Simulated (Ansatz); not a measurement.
Ansatz (a quantum-chemistry and plane-wave program) input (CCSD(T)/def2-TZVPP):

Ansatz 0.2 input:
```yaml
crystal:
  periodic: [false, false, false]
  atoms:
    - {symbol: I, position_ang: [-0.00000000, -0.00000000, -1.97439756]}
    - {symbol: B, position_ang: [0.00000000, 0.00000000, 0.00000000]}
    - {symbol: I, position_ang: [0.00000000, 0.00000000, 1.97439756]}
basis:
  gaussian:
    orbitals: def2-TZVPP
total_charge: 1
magnetization: {spin_polarized: false}
correlation: {method: ccsd_t, electrons: outside_noble_gas}
```

End of the output:

```
integrals: 0.25 GiB planned
1162 factors; integrals over basis functions are off by at most 6.2e-4 eV
mean field: 0.57 GiB planned
mean field evaluation 1: about -16809.2727 eV, gradient 1.4e1 eV
mean field evaluation 2: about -16809.3119 eV, gradient 1.4e1 eV
mean field evaluation 4: about -16809.9353 eV, gradient 3.0e0 eV
mean field evaluation 8: about -16809.9600 eV, gradient 9.8e-5 eV
mean field evaluation 16: about -16809.9566 eV, gradient 1.0e0 eV
mean field -16809.96003139 eV, -617.7546369535 hartree, gradient 2.4e-6 eV, S^2 0.000000; 0 other end points of the search recorded, 0 dependent functions left out
19 core orbitals not correlated
reference -16809.96003139 eV, -617.7546369535 hartree; 8, 8 occupied and 104, 104 virtual orbitals, 1162 factors
second order -9.64428732 eV of doubles, -0.00000000 eV of singles
coupled cluster: 0.47 GiB planned
cycle   1  -9.90992872 eV  change   -2.7e-1 eV  update   1.2e-1
cycle   2  -10.24067938 eV  change   -3.3e-1 eV  update   4.0e-2
cycle   3  -10.33904820 eV  change   -9.8e-2 eV  update   2.3e-2
cycle   4  -10.32837146 eV  change    1.1e-2 eV  update   6.5e-3
cycle   5  -10.32667573 eV  change    1.7e-3 eV  update   2.3e-3
cycle   6  -10.32622547 eV  change    4.5e-4 eV  update   5.0e-4
cycle   7  -10.32618685 eV  change    3.9e-5 eV  update   1.2e-4
cycle   8  -10.32622442 eV  change   -3.8e-5 eV  update   3.4e-5
cycle   9  -10.32622262 eV  change    1.8e-6 eV  update   8.6e-6
perturbative correction -0.59604889 eV, -0.0219043925 hartree
Total energy: -16820.88230290 eV, -618.1560230281 hartree
```
